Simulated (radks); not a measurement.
Results of a calculation; reference values are marked as such.
Ionisation of Ir+, [Xe] 4f14 5d7 6s1, to Ir2+, [Xe] 4f14 5d7, under several functionals. Dirac Kohn-Sham, spin-unpolarised, spherical densities, finite nucleus; open shells fill j = l - 1/2 first; a radial shooting solver on a logarithmic mesh with Libxc functionals. The NIST Atomic Spectra Database gives 17.0 eV (semi-empirical). Rank these functionals by the error of their Delta-SCF ionisation energy: PBE; revPBE; HCTH/407; RPBE; PW91.

Answer. From best to worst: RPBE 17.259 eV (+0.259); revPBE 17.268 eV (+0.268); HCTH/407 17.403 eV (+0.403); PBE 17.405 eV (+0.405); PW91 17.490 eV (+0.490). Spin polarisation and multiplet splitting are left out, so open shells lie too high by an amount that depends on their filling.

Beside tabulated values, note that spin-unpolarised runs miss the spin-polarisation part of the exchange energy of open shells.
